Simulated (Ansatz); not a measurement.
Basis sets compared for ZnMeCl (CH3ClZn). The state is a singlet with charge 0. Geometry B3LYP-D4/def2-TZVP. Ansatz on 4 threads of AMD EPYC 7B13 on a shared host; times are rough, and most runs start from earlier orbitals.

```xyz
6

Zn    0.707   -0.830    0.281
C    -0.511    0.599   -0.204
H    -1.028    0.353   -1.132
H     0.041    1.529   -0.345
H    -1.250    0.744    0.583
Cl    2.041   -2.394    0.817
```

Binding counts from free atoms (Zn singlet, C triplet, H doublet, Cl doublet) in the same basis, without a counterpoise term.

```csv
level,functions,energy (Eh),HOMO (eV),LUMO (eV),binding per atom (eV),wall time
HF/STO-3G,35,-2251.0317,-4.91,5.11,3.24,0.15 s
HF/def2-TZVP,134,-2277.0020,-11.16,1.86,2.39,0.7 s
PBE-D4/def2-SVP,78,-2278.6057,-6.76,-1.07,3.21,0.5 s
PBE-D4/def2-TZVP,134,-2279.0822,-7.25,-1.37,3.17,0.85 s
r2SCAN-D4/def2-TZVP,134,-2279.5243,-7.60,-1.01,3.18,1.6 s
PBE0-D4/def2-SVP,78,-2278.6826,-8.23,-0.31,3.18,0.7 s
PBE0-D4/def2-TZVP,134,-2279.1451,-8.54,-0.54,3.15,1.1 s
```

Estimate the rows for PBE-D4/def2-TZVPD, r2SCAN-D4/def2-TZVPD, PBE0-D4/def2-TZVPD.


```tsv
level	functions	energy (Eh)	HOMO (eV)	LUMO (eV)	binding per atom (eV)	wall time
PBE-D4/def2-TZVPD	161	-2279.0839	-7.31	-1.48	3.17	1.2 s
r2SCAN-D4/def2-TZVPD	161	-2279.5254	-7.63	-1.09	3.18	2 s
PBE0-D4/def2-TZVPD	161	-2279.1464	-8.56	-0.68	3.15	1.4 s
```
